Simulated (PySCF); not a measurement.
C7H9FO.
Numbering: `[O:1]=[C:2]1[CH2:3][C@@H:4]2[CH2:5][C@H:6]([F:7])[C@H:8]1[CH2:9]2` (hydrogens: H10, H11 on C3; H12 on C4; H13, H14 on C5; H15 on C6; H16 on C8; H17, H18 on C9)

Theory: PBE0-D3(BJ)/def2-SVP geometry optimisation, gas phase (PySCF 2.14.0).

Question: List the bond lengths, angles and torsions at this level.

Answer: 
```csv
bond,length (bohr),order
O1=C2,2.266,double
C2–C3,2.888,single
C3–C4,2.896,single
C4–C5,2.898,single
C5–C6,2.915,single
C6–F7,2.597,single
C6–C8,2.909,single
C8–C9,2.902,single
C2–C8,2.882,single
C4–C9,2.909,single
C3–H10,2.080,single
C3–H11,2.084,single
C4–H12,2.076,single
C5–H13,2.079,single
C5–H14,2.078,single
C6–H15,2.083,single
C8–H16,2.071,single
C9–H17,2.081,single
C9–H18,2.081,single
```

Orders are formal, as drawn. A selection of angles:
```csv
angle,degrees
O1–C2–C3,127.2
O1–C2–C8,127.2
C3–C2–C8,105.5
C2–C3–C4,102.4
C2–C3–H10,110.8
C2–C3–H11,108.8
C4–C3–H10,115.0
C4–C3–H11,112.3
H10–C3–H11,107.4
C3–C4–C5,108.6
C3–C4–C9,101.5
C3–C4–H12,114.2
C5–C4–C9,100.9
C5–C4–H12,114.3
C9–C4–H12,115.8
C4–C5–C6,103.2
C4–C5–H13,111.3
C4–C5–H14,113.6
C6–C5–H13,111.3
C6–C5–H14,109.7
H13–C5–H14,107.7
C5–C6–F7,111.6
C5–C6–C8,104.0
C5–C6–H15,112.2
F7–C6–C8,111.4
F7–C6–H15,107.3
C8–C6–H15,110.3
C6–C8–C9,101.1
C6–C8–H16,114.9
C9–C8–H16,119.5
C2–C8–C6,105.7
C2–C8–C9,100.6
C2–C8–H16,113.2
C8–C9–H17,112.9
C8–C9–H18,113.3
C4–C9–C8,95.0
C4–C9–H17,113.7
C4–C9–H18,113.2
H17–C9–H18,108.5
```

Dihedral angles: O1–C2–C3–C4 179° (antiperiplanar); C2–C3–C4–C5 70° (synclinal); C3–C4–C5–C6 -70° (synclinal); C4–C5–C6–F7 118° (anticlinal); C5–C6–C8–C9 -33° (synclinal); C6–C8–C9–C4 55° (synclinal); O1–C2–C8–C6 111° (anticlinal); C3–C4–C9–C8 55° (synclinal).

The 5-membered ring C2–C3–C4–C9–C8 has internal angles of 95.0° to 105.5°; it is puckered, 0.26 Å rms from its mean plane, widest ring torsion 55°. The 5-membered ring C4–C5–C6–C8–C9 has internal angles of 95.0° to 104.0° (sum 504°, against 540° for a flat polygon); it is puckered, 0.26 Å rms from its mean plane, widest ring torsion 56°. Of the pairs four or more bonds apart, H10···H14 is among the closest relative to their van der Waals radii: 2.47 Å, 103 % of the sum of Bondi's values.

Point group: C1 (no symmetry element, even within 0.4 Å). PBE0-D3(BJ)/def2-SVP frequencies: not computed here.
